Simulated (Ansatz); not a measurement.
Start from `C[SiH](F)B[SiH3]` and change one atom or group to get `C[SiH](F)C#N`.

Ansatz, PBE0-D4/def2-TZVP geometries, multiplicity 1. Each molecule was computed in one conformer, which needn't be the lowest.

```tsv
property	`C[SiH](F)B[SiH3]`
HOMO–LUMO gap (ωB97M-V/def2-TZVPP) / eV	8.98
size of the dipole moment (PBE/def2-TZVPP) / D	1.81
HOMO energy (PBE0/def2-TZVPP) / eV	-7.82
HOMO energy (ωB97M-V/def2-TZVPP) / eV	-9.93
LUMO energy (PBE0/def2-TZVPP) / eV	-2.91
HOMO–LUMO gap (PBE/def2-TZVPP) / eV	2.77
```

Problem. Give the same properties after the change, and the shifts. (An estimate is asked.)

Solution. Computed: 
```json
{"property": "HOMO–LUMO gap (ωB97M-V/def2-TZVPP) / eV", "`C[SiH](F)C#N`": "12.97", "shift": "3.99"}
{"property": "size of the dipole moment (PBE/def2-TZVPP) / D", "`C[SiH](F)C#N`": "3.72", "shift": "1.91"}
{"property": "HOMO energy (PBE0/def2-TZVPP) / eV", "`C[SiH](F)C#N`": "-9.71", "shift": "-1.89"}
{"property": "HOMO energy (ωB97M-V/def2-TZVPP) / eV", "`C[SiH](F)C#N`": "-11.97", "shift": "-2.04"}
{"property": "LUMO energy (PBE0/def2-TZVPP) / eV", "`C[SiH](F)C#N`": "-1.02", "shift": "1.89"}
{"property": "HOMO–LUMO gap (PBE/def2-TZVPP) / eV", "`C[SiH](F)C#N`": "6.34", "shift": "3.57"}
```

With PBE0 the HOMO falls by 1.89 eV and the LUMO rises by 1.89 eV, so the gap widens by about 3.78 eV. PBE moves the HOMO by -1.72 eV and ωB97M-V by -2.04 eV. The zero-point energy changes by -72.6 kJ/mol with -12 modes. Dipoles are sizes alone; their direction can turn.
